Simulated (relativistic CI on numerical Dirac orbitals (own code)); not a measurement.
## Crystal-field levels of Ir3+, 5d6

Calculated by Dirac-Coulomb-Breit CI, orbitals from a KLI potential per configuration, model QED, valence Slater integrals scaled by 0.9, one configuration in a parametric crystal field (own radial code). With so little scaling, terms lie 10 to 35 % too far apart, which can change the order of excited levels.

Field parameters in Wybourne normalisation: Oh B⁴₀ = 21Dq, B⁴₄ = √(5/14) B⁴₀. The field is a parameter set, without covalency.

S and J are read from ⟨S²⟩ = S(S + 1) and ⟨J²⟩ = J(J + 1) of each level; they are not fictitious spins.

Oh, 10Dq = 7000 cm⁻¹, the lowest 16 levels:

```
E (cm⁻¹)  Degeneracy  Irrep     S     J
     0.0           3     T2  1.91  3.92
     170           2      E  1.83  3.79
     463           1     A1  1.71  3.76
     568           3     T1  1.83  3.82
    4071           3     T2  1.77  2.51
    4657           3     T1  1.93  2.88
    9036           2      E  1.65  2.68
    9852           3     T2  1.78  2.93
    9988           1     A1  1.09  4.15
   10891           1     A2  1.92  3.01
   10891           3     T1  1.72  2.22
   11415           1     A1  1.80  1.35
   12953           2      E  1.18  4.12
   13264           3     T1  1.21  4.08
   15018           3     T2  1.30  4.27
   17239           2      E  1.12  4.68
```

Oh, 10Dq = 12600 cm⁻¹, the lowest 16 levels:

| E (cm⁻¹) | Degeneracy | Irrep | S | J |
| --- | --- | --- | --- | --- |
| 0.0 | 1 | A1 | 1.13 | 3.88 |
| 1947 | 2 | E | 1.70 | 3.74 |
| 2527 | 3 | T2 | 1.87 | 3.84 |
| 2618 | 3 | T1 | 1.72 | 3.76 |
| 5290 | 3 | T2 | 1.64 | 2.89 |
| 6790 | 3 | T1 | 1.89 | 2.87 |
| 8101 | 1 | A1 | 1.49 | 3.92 |
| 11338 | 2 | E | 1.31 | 4.10 |
| 12249 | 3 | T1 | 1.12 | 4.14 |
| 13261 | 3 | T2 | 1.50 | 3.73 |
| 14875 | 2 | E | 1.32 | 3.84 |
| 16638 | 3 | T1 | 1.28 | 4.13 |
| 17025 | 3 | T2 | 1.29 | 4.14 |
| 17414 | 1 | A1 | 1.67 | 2.20 |
| 17691 | 1 | A2 | 1.16 | 4.97 |
| 17775 | 2 | E | 1.34 | 3.41 |

Oh, 10Dq = 18250 cm⁻¹, the lowest 16 levels:

```tsv
E (cm⁻¹)	Degeneracy	Irrep	S	J
0.0	1	A1	0.59	4.20
7205	2	E	1.45	3.88
8226	3	T1	1.49	3.87
8651	3	T2	1.50	3.59
11039	3	T2	1.78	3.62
12701	1	A1	1.61	3.68
13228	3	T1	1.75	3.03
15941	2	E	1.47	3.96
16697	3	T1	1.26	4.15
18859	3	T2	1.70	3.42
19387	2	E	1.21	4.21
20914	3	T2	1.06	4.05
21083	3	T1	1.43	3.83
21338	1	A2	0.99	4.71
22392	3	T1	0.75	4.67
23141	1	A1	1.20	4.07
```

Oh, 10Dq = 23850 cm⁻¹, the lowest 10 levels:

| E (cm⁻¹) | Degeneracy | Irrep | S | J |
| --- | --- | --- | --- | --- |
| 0.0 | 1 | A1 | 0.36 | 4.33 |
| 12937 | 2 | E | 1.23 | 4.04 |
| 14233 | 3 | T2 | 1.18 | 3.68 |
| 14325 | 3 | T1 | 1.25 | 4.05 |
| 18836 | 1 | A1 | 1.40 | 3.77 |
| 19687 | 3 | T2 | 1.85 | 3.82 |
| 19981 | 3 | T1 | 1.30 | 3.49 |
| 22172 | 2 | E | 1.25 | 3.88 |
| 23692 | 3 | T1 | 1.47 | 4.10 |
| 25577 | 3 | T2 | 1.19 | 3.88 |

Oh, 10Dq = 29450 cm⁻¹, the lowest 16 levels:

```csv
E (cm⁻¹),Degeneracy,Irrep,S,J
0.0,1,A1,0.24,4.40
18524,2,E,1.12,4.13
19615,3,T2,1.08,3.80
20167,3,T1,1.10,4.16
24607,1,A1,1.20,3.86
25767,3,T1,1.05,3.74
27791,2,E,1.07,3.91
28242,3,T2,1.49,3.85
30686,3,T1,0.80,4.74
30933,1,A2,0.99,4.16
32109,3,T2,1.58,3.79
34541,2,E,1.85,3.73
34608,3,T1,1.75,3.68
36891,3,T2,1.90,2.80
37432,3,T1,1.84,3.08
38035,1,A1,1.75,3.28
```

The free-ion ground term has S = 2. The field overcomes the spin-pairing energy for Oh, 10Dq = 12600 cm⁻¹; Oh, 10Dq = 18250 cm⁻¹; Oh, 10Dq = 23850 cm⁻¹; Oh, 10Dq = 29450 cm⁻¹, where the ground state has lower spin; these fields are assumed values.

Levels of this model without a field, named by their leading LS term: ⁵D4 0, ⁵D3 5349, ⁵D2 5549, ⁵D1 8171, ⁵D0 8565, ³H4 15518, ³H6 18869, ³H5 18965 cm⁻¹.
